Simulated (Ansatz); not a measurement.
PBE exchange is replaced step by step with exact exchange (0 % is PBE, 25 % PBE0; no dispersion term), basis def2-SVP, Ansatz. System: `C#Cc1ccc(C#Cc2ccc(C#Cc3ccc(C#Cc4ccc(C#Cc5ccccc5)cc4)cc3)cc2)cc1`. The state is a singlet with charge 0. Geometry: r2SCAN-D4/def2-SVP.

Geometry of the singlet:

Cartesian coordinates in Å:
```
C 3.715 6.449 15.560
C 3.450 5.998 14.459
C 3.141 5.471 13.173
C 3.949 5.778 12.055
C 3.648 5.264 10.801
C 2.526 4.422 10.615
C 2.219 3.897 9.335
C 1.953 3.441 8.228
C 1.646 2.915 6.950
C 2.456 3.217 5.828
C 2.156 2.701 4.576
C 1.034 1.858 4.390
C 0.728 1.329 3.113
C 0.465 0.870 2.006
C 0.161 0.338 0.730
C -0.899 -0.587 0.564
C -1.194 -1.111 -0.685
C -0.446 -0.731 -1.826
C -0.748 -1.267 -3.102
C -1.008 -1.732 -4.206
C -1.309 -2.271 -5.481
C -2.274 -3.296 -5.625
C -2.566 -3.826 -6.873
C -1.910 -3.351 -8.033
C -2.209 -3.892 -9.309
C -2.468 -4.360 -10.411
C -2.768 -4.903 -11.689
C -2.208 -4.342 -12.859
C -2.506 -4.879 -14.110
C -3.363 -5.981 -14.221
C -3.922 -6.545 -13.069
C -3.632 -6.016 -11.813
C -0.947 -2.324 -7.890
C -0.652 -1.796 -6.641
C 0.613 0.195 -1.661
C 0.910 0.716 -0.410
C 0.224 1.556 5.512
C 0.523 2.073 6.763
C 1.718 4.116 11.736
C 2.021 4.630 12.990
H 3.949 6.846 16.530
H 4.817 6.428 12.189
H 4.278 5.507 9.942
H 3.326 3.865 5.962
H 2.788 2.940 3.717
H -1.484 -0.885 1.438
H -2.014 -1.824 -0.802
H -2.787 -3.670 -4.735
H -3.312 -4.619 -6.972
H -1.540 -3.482 -12.769
H -2.066 -4.433 -15.007
H -3.593 -6.399 -15.205
H -4.592 -7.406 -13.149
H -4.068 -6.454 -10.911
H -0.434 -1.949 -8.779
H 0.094 -1.004 -6.542
H 1.197 0.494 -2.534
H 1.730 1.429 -0.294
H -0.646 0.907 5.379
H -0.109 1.834 7.622
H 0.850 3.466 11.603
H 1.391 4.388 13.850
```

Single mean-field runs in def2-SVP are fitted with def2-universal-jkfit.

```
exact exchange (%)  HOMO (eV)  LUMO (eV)  gap (eV)
                 5      -5.14      -2.93      2.21
                10      -5.29      -2.82      2.47
                15      -5.45      -2.71      2.74
                25      -5.77      -2.47      3.30
                35      -6.10      -2.23      3.87
                50      -6.61      -1.86      4.76
```

Question: Fit a straight line to the column «gap (eV)» against the share of exact exchange and predict its value at 0 %.

Answer: With x = exact exchange (%) and y = gap (eV): mean x = 23.33, mean y = 3.225; Σ(x − x̄)(y − ȳ) = 81.3, Σ(x − x̄)² = 1433; slope b = 0.05673, intercept a = ȳ − b·x̄ = 1.901. The residuals of the fitted rows reach 0.03. At x = 0 the line gives 1.901 + (0.05673 × 0) = 1.90; the run gave 1.95, 0.05 more than the line.
